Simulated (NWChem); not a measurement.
Two isomers of C3H5FO, each optimised at PBE0/def2-SVP with NWChem. Flexible species stand in one conformer each, which need not be the lowest. 

A: C[C@H](F)C=O
B: CO/C=C/F

**Question.** Which is lower in energy, by how much, and how do their other properties compare?

**Answer.** A is lower by 24.4 kcal/mol in electronic energy; with zero-point energies, B − A = 24.7 kcal/mol.
|  | A | B |
|---|---|---|
| highest occupied level (eV) | -7.65 | -6.41 |
| orbital gap (eV) | 6.63 | 7.32 |
| dipole (D) | 1.25 | 2.09 |
| highest harmonic frequency (cm⁻¹) | 3190 | 3239 |
| zero-point energy (kcal/mol) | 48.3 | 48.6 |
